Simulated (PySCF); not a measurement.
Computed structure and properties of Er(OH)3

System: Er(OH)3 (singlet in the valence; each metal's 4f electrons, 11 of them, lie in its core potential, out of spins and levels); start: template (C3v). Method: PySCF 2.14.0, RKS BP86, Er lcecp-1-SVP with ECP57, O def2-SVP, H def2-SVP; non-relativistic Hamiltonian with scalar-relativistic core potentials where named; density fitting; no spin-orbit coupling.

Input of the relaxation:

```python
mol = gto.M(atom='''
Er    -0.00000     0.00000    -0.00488
O      2.13180    -0.00000    -0.00488
H      3.03179    -0.00001     0.34512
O     -1.06590     1.84620    -0.00488
H     -1.51589     2.62561     0.34512
O     -1.06591    -1.84619    -0.00488
H     -1.51590    -2.62561     0.34512''',
    basis={'Er': 'lcecp-1-SVP', 'O': 'def2-SVP', 'H': 'def2-SVP'},
    ecp={'Er': 'lcecp-1-SVP'},
    charge=0, spin=0)
mf = dft.RKS(mol, xc='B88,P86')
mf.grids.atom_grid = (50, 194)  # f atoms: unpruned, at least (60, 302)
mf = mf.density_fit()  # fitting sets: Er AutoAux, O def2-universal-JKFIT, H def2-universal-JKFIT
mf.conv_tol = 1e-08; mf.max_cycle = 55
mf.kernel(dm0)  # dm0: converged density of the start geometry
# quasi-Newton relaxation in Cartesian coordinates to a largest gradient under 0.00045 Eh/bohr, steps kept in the point group
```

Run from Python with OMP_NUM_THREADS=2; the lines above give its settings. Where DIIS fails, smearing, a level shift and second-order steps follow.
It took 45 s on 2 threads of Arm Neoverse V2 (shared host), from the converged density of the start.

Course of the relaxation:

```
step  energy above end (eV)  largest force component within the symmetry (eV/Å)
   0                 0.3835                                               1.872
   1                 0.1377                                               0.652
   2                 0.0536                                               0.432
   3                 0.0299                                               0.503
   4                 0.0201                                               0.118
   5                 0.0171                                               0.135
   6                 0.0129                                               0.222
   7                 0.0098                                               0.228
  10                 0.0019                                               0.183
  11                 0.0007                                               0.023
  12                 0.0004                                               0.024
  13                 0.0001                                               0.052
  14                 0.0001                                               0.012
  15                 0.0000                                               0.005
```
(The steps between are left out.)

Relaxed geometry (C3v, nearly planar):

```xyz
7

Er    0.0000    0.0000    0.1049
O     2.0321    0.0000    0.1379
H     2.9984    0.0000    0.1657
O    -1.0160    1.7598    0.1379
H    -1.4992    2.5967    0.1657
O    -1.0160   -1.7598    0.1379
H    -1.4992   -2.5967    0.1657
```

```tsv
contact	Å
Er1–O2 (OH)	2.032
Er1–O4 (OH)	2.032
Er1–O6 (OH)	2.032
```

On the finer grid (75, 302):

```
HOMO                                                          : -6.04 eV
LUMO                                                          : -2.01 eV
Dipole about the centre of mass                               : 0.11 D
Set of Mulliken populations of Er1 outside the core potential : s 2.18, p 6.42, d 1.48, f 0.08
D3(BJ) dispersion energy (not in the energies)                : -0.162 eV
```

| atom | Mulliken (e) | Löwdin (e) | spin (e) |
| --- | --- | --- | --- |
| Er1 | 0.85 | 0.52 | 0.00 |
| O2 | -0.46 | -0.26 | 0.00 |
| H3 | 0.17 | 0.09 | 0.00 |
| O4 | -0.46 | -0.26 | 0.00 |
| H5 | 0.17 | 0.09 | 0.00 |
| O6 | -0.46 | -0.26 | 0.00 |
| H7 | 0.17 | 0.09 | 0.00 |

The 4f levels lie in the core potential and are missing. Their spin isn't counted.

On the grid (50, 194), as all that follows. Harmonic modes: a minimum within the noise of the softest modes; lowest 12 cm⁻¹ (negative: unstable), highest 3855 cm⁻¹, zero-point energy 0.993 eV.

Taking off one OH (charge -1, singlet; the rest: singlet) in vacuum, both parts rigid, costs 11.41 eV; the small basis without counterpoise inflates it. Most of it is the attraction of opposite charges; other ways to part are cheaper, and one spin state was tried for the rest.

Rigid scan of OH along the line from its metal:

```tsv
distance to O2 (Å)	energy (eV)
1.73	1.449
1.83	0.549
1.93	0.118
2.03	0.000
2.13	0.088
2.23	0.309
2.43	0.954
2.73	2.061
3.13	3.385
3.63	4.461
```

One start shape was tried, so this needn't be the lowest isomer.

An lcecp potential fixes the number of 4f electrons, so in runs with it no electron can move into or out of that shell.
